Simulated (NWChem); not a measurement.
System: CH7NSn; SMILES [CH3][SnH2][NH2]

NWChem printed, in part:

```
             Northwest Computational Chemistry Package (NWChem) 7.3.0
             --------------------------------------------------------

                             Geometry "geometry" -> ""
                             -------------------------

 Output coordinates in angstroms (scale by  1.889725989 to convert to a.u.)

  No.       Tag          Charge          X              Y              Z
 ---- ---------------- ---------- -------------- -------------- --------------
    1 Sn                  50.0000    -0.29315900    -0.04050700     0.00000000
    2 C                    6.0000     0.81520200     1.81198400     0.00000000
    3 N                    7.0000     0.86906100    -1.73116000     0.00000000
    4 H                    1.0000    -1.25554700    -0.15375400     1.41668500
    5 H                    1.0000    -1.25554700    -0.15375400    -1.41668500
    6 H                    1.0000     1.45108200     1.87711900     0.89455200
    7 H                    1.0000     0.11807200     2.66292900     0.00000000
    8 H                    1.0000     1.45108200     1.87711900    -0.89455200
    9 H                    1.0000     1.47150700    -1.80197800    -0.81844300
   10 H                    1.0000     1.47150700    -1.80197800     0.81844300

 Effective nuclear repulsion energy (a.u.)     278.5825395748

                              NWChem Property Module
                              ----------------------

                                 NWChem DFT Module
                                 -----------------

 Summary of "ao basis" -> "ao basis" (spherical)
 ------------------------------------------------------------------------------
       Tag                 Description            Shells   Functions and Types
 ---------------- ------------------------------  ------  ---------------------
 Sn                          sto-3g                 11       27   5s4p2d
 C                           sto-3g                  3        5   2s1p
 N                           sto-3g                  3        5   2s1p
 H                           sto-3g                  1        1   1s

            General Information
            -------------------
          SCF calculation type: DFT
          Wavefunction type:  closed shell.
          No. of atoms     :    10
          No. of electrons :    70
           Alpha electrons :    35
            Beta electrons :    35
          Charge           :     0
          Spin multiplicity:     1
          Use of symmetry is: off; symmetry adaption is: off
          Maximum number of iterations: 150
          AO basis - number of functions:    44
                     number of shells:    24
          Convergence on energy requested:  1.00D-06
          Convergence on density requested:  1.00D-05
          Convergence on gradient requested:  5.00D-04

              XC Information
              --------------
                         B3LYP Method XC Potential
                     Hartree-Fock (Exact) Exchange  0.200
                        Slater Exchange Functional  0.800 local
                    Becke 1988 Exchange Functional  0.720 non-local
              Lee-Yang-Parr Correlation Functional  0.810
                  VWN I RPA Correlation Functional  0.190 local

             Grid Information
             ----------------
          Grid used for XC integration:  medium
          Radial quadrature: Mura-Knowles
          Angular quadrature: Lebedev.
          Tag              B.-S. Rad. Rad. Pts. Rad. Cut. Ang. Pts.
          ---              ---------- --------- --------- ---------
          Sn                  1.45      123           8.0       590
          C                   0.70       49          10.0       434
          N                   0.65       49          11.0       434
          H                   0.35       45          11.0       434
          Grid pruning is: on
          Number of quadrature shells:   536
          Spatial weights used:  Erf1

      Superposition of Atomic Density Guess
      -------------------------------------

 Sum of atomic energies:       -6057.25314961

      Non-variational initial energy
      ------------------------------

 Total energy =   -6057.365557
 1-e energy   =   -8937.671726
 2-e energy   =    2601.723629
 HOMO         =      -0.141565
 LUMO         =       0.322395

   convergence    iter        energy       DeltaE   RMS-Dens  Diis-err
 ---------------- ----- ----------------- --------- --------- ---------
 d= 0,ls=0.0,diis     1  -6061.1626891541 -6.34D+03  2.36D-02  2.79D-01
 d= 0,ls=0.0,diis     2  -6061.1642140688 -1.52D-03  1.50D-02  2.44D-01
 d= 0,ls=0.0,diis     3  -6061.2034877562 -3.93D-02  2.53D-03  9.02D-03
 d= 0,ls=0.0,diis     4  -6061.2049826079 -1.49D-03  4.92D-04  3.31D-04
 d= 0,ls=0.0,diis     5  -6061.2050362910 -5.37D-05  1.04D-04  1.11D-05
  Resetting Diis
 d= 0,ls=0.0,diis     6  -6061.2050382264 -1.94D-06  2.44D-05  4.33D-07
 d= 0,ls=0.0,diis     7  -6061.2050383363 -1.10D-07  2.44D-06  2.18D-09

         Total DFT energy =    -6061.205038336255
      One electron energy =    -8931.692903823981
           Coulomb energy =     2768.515448417994
    Exchange-Corr. energy =     -176.610122505095
 Nuclear repulsion energy =      278.582539574828

 Numeric. integr. density =       69.999983973989

[...]

 DFT Linear Response polarizability / au
 Frequency  =       0.0773000 / au
 Wavelength =     589.4353558 / nm
              X              Y              Z
 -----------------------------------------------
 X      24.1119461     -2.1946548      0.0000000
 Y      -2.1946376     30.0514404      0.0000000
 Z      -0.0000000      0.0000000     23.8703478
 -----------------------------------------------
 Eigenvalues =      23.3890102     30.7743763     23.8703478
 Isotropic   =      26.0112448
 Anisotropic =       7.1568473
 -----------------------------------------------

 Magnetic Dipole Response Matrix (nonzero elements):

 Exiting AOResponse driver routine
```

Level: B3LYP/STO-3G, non-relativistic. STO-3G and 3-21G are far too small for this property and stand as cheap habits. Structure relaxed at the PBE0/def2-SVP (def2 core potentials past Kr) level.

Question: Which NWChem input produces such a log?

Answer: One answer among several that fit: the input that was run:
```
start job
memory heap 200 mb stack 900 mb global 1100 mb
geometry units angstroms noautosym nocenter noautoz
  Sn    -0.293159    -0.040507     0.000000
  C      0.815202     1.811984     0.000000
  N      0.869061    -1.731160     0.000000
  H     -1.255547    -0.153754     1.416685
  H     -1.255547    -0.153754    -1.416685
  H      1.451082     1.877119     0.894552
  H      0.118072     2.662929     0.000000
  H      1.451082     1.877119    -0.894552
  H      1.471507    -1.801978    -0.818443
  H      1.471507    -1.801978     0.818443
end
basis spherical
  * library sto-3g
end
dft
  xc b3lyp
  iterations 150
end
property
  response 1 0.0773
end
task dft property
```
